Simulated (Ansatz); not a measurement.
`OCBBCl`. Total charge 0; spin multiplicity 1.

```xyz
10

O     0.629   -0.663    1.136
C     0.164   -1.258   -0.141
B    -0.657    0.007    0.272
B    -0.213    1.445   -0.450
Cl   -1.319    2.336   -1.476
H     1.416   -0.130    0.968
H     0.946   -1.241   -0.896
H    -0.198   -2.260    0.066
H    -1.657   -0.168    0.903
H     0.889    1.931   -0.382
```

Q: Give the diagnostics of a CCSD(T)/def2-TZVPP run (frozen core, Ansatz). (Best estimate.)

A: The calculation gave: T1 = 0.0131, largest single amplitude 0.029, largest double 0.019, (T) share of the correlation energy 4.0 %, 9 CCSD cycles. The RHF solution is stable towards an unrestricted one. T1 lies under the customary mark of 0.02 for closed shells.
